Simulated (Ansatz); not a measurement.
Geometry optimisation, RKS B3LYP/def2-SVP (Ansatz).

input.yaml

```yaml
crystal:
  periodic: [false, false, false]
  atoms:
    - { symbol: Ga, position_ang: [0.0, 0.0, 0.0] }
    - { symbol: H, position_ang: [0.9098, 0.0, 1.5183] }
    - { symbol: Cl, position_ang: [2.4075, 0.0, 0.3969] }
    - { symbol: Cl, position_ang: [-1.9398, 0.0, -1.12] }
basis:
  gaussian: { orbitals: def2-SVP }
hamiltonian:
  xc: b3lyp
relax:
  f_tol: 0.15
  max_steps: 25
  restrain:
    - { distance: [1, 2], at: 2.57, k: 30.0 }
    - { distance: [0, 1], at: 1.57, k: 30.0 }
    - { distance: [0, 2], at: 2.24, k: 30.0 }
```

Run as:

```bash
$ ansatz run input.yaml --threads 1 --pin off --max-ram 2048MiB --backend cpu --events-out ev --progress --plain --runs-dir out
```

**Question.** Where does it end, and by what steps?

**Answer.** It converged. The restraints hold the end off the free minimum. After 5 steps the energy has fallen by 2.253 eV (the restraints' own energy left out); Cl3 moved furthest, 0.55 Å.

```
step  energy less start (eV)  largest force component (eV/Å)  accepted
   0                  0.0000                           1.774       yes
   1                 -0.6272                           1.857       yes
   2                 -1.4042                           1.948       yes
   3                 -2.1025                           1.176       yes
   4                 -2.2521                           1.315       yes
   5                 -2.2534                           1.285       yes
```

```xyz
4
Properties=species:S:1:pos:R:3
Ga 0.113 0.000 0.277
H 0.486 0.000 1.777
Cl 2.275 0.000 -0.142
Cl -1.496 0.000 -1.117
```

The run took 20 s on 1 thread of Arm Neoverse V1, on a shared host, peak memory 0.14 GiB.
